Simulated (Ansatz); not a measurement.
Species: C$_{2}$H$_{3}$ClSi, charge 0, singlet. C2H3ClSi (SMILES C#C[SiH2]Cl).
B3LYP-D3(BJ)/def2-TZVP minimum from Ansatz (a quantum-chemistry and plane-wave program):
```xyz
7

Si    -0.3921    -0.5080     0.5060
Cl    -1.2190     0.8953    -0.7590
C      1.4172    -0.4771     0.3511
C      2.6186    -0.4649     0.2562
H     -0.9027    -1.8343     0.1191
H     -0.7800    -0.1694     1.8859
H      3.6792    -0.4521     0.1705
```
Charge 0, spin multiplicity 1.

Total energies in hartree (Ansatz). Open shells are spin-unrestricted; no spin-orbit coupling. Cores are frozen in correlated methods. No relativity. Where a partner has so few electrons that a lower coupled-cluster level is exact, that level stands in.

```tsv
species	HF/cc-pV(T+d)Z	CCSD(T)/cc-pV(T+d)Z	HF/cc-pV(Q+d)Z	CCSD(T)/cc-pV(Q+d)Z	CCSD(T)/cc-pV(D+d)Z	CCSDT(Q)/cc-pV(D+d)Z
1: C2H3ClSi (chloro(ethynyl)silane, SMILES C([SiH2]Cl)#C)	-825.97859	-826.65421	-825.99072	-826.71155	-826.46550	-826.46807
2: Si (triplet)	-288.85649	-288.93344	-288.85845	-288.93781	-288.91643	-288.91690
3: Cl (doublet)	-459.48556	-459.67356	-459.48916	-459.69449	-459.60403	-459.60445
4: C (triplet)	-37.69157	-37.78076	-37.69331	-37.78654	-37.76038	-37.76071
5: H (doublet)	-0.49981	-0.49981	-0.49995	-0.49995	-0.49928	-0.49928
```

Work out the atomisation energy (electronic, to ground-state atoms) in kJ/mol: take Hartree-Fock from cc-pV(Q+d)Z, extrapolate the CCSD(T) correlation energy as X^-3 (X = 3, 4), and add CCSDT(Q) - CCSD(T) in cc-pV(D+d)Z. 1 hartree = 2625.5 kJ/mol.


Species 1: correlation (64·(-0.72083) - 27·(-0.67562))/37 = -0.75382; step -0.00257; E1 = -825.99072 + (-0.75382) + (-0.00257) = -826.74711
Species 2: correlation (64·(-0.07936) - 27·(-0.07695))/37 = -0.08112; step -0.00047; E2 = -288.85845 + (-0.08112) + (-0.00047) = -288.94004
Species 3: correlation (64·(-0.20533) - 27·(-0.18800))/37 = -0.21798; step -0.00042; E3 = -459.48916 + (-0.21798) + (-0.00042) = -459.70756
Species 4: correlation (64·(-0.09323) - 27·(-0.08919))/37 = -0.09618; step -0.00033; E4 = -37.69331 + (-0.09618) + (-0.00033) = -37.78982
Species 5: correlation (64·(0.00000) - 27·(0.00000))/37 = 0.00000; step +0.00000; E5 = -0.49995 + (0.00000) + (+0.00000) = -0.49995
-1·E1 +1·E2 +1·E3 +2·E4 +3·E5 = 1.02002 hartree = 2678.1 kJ/mol.
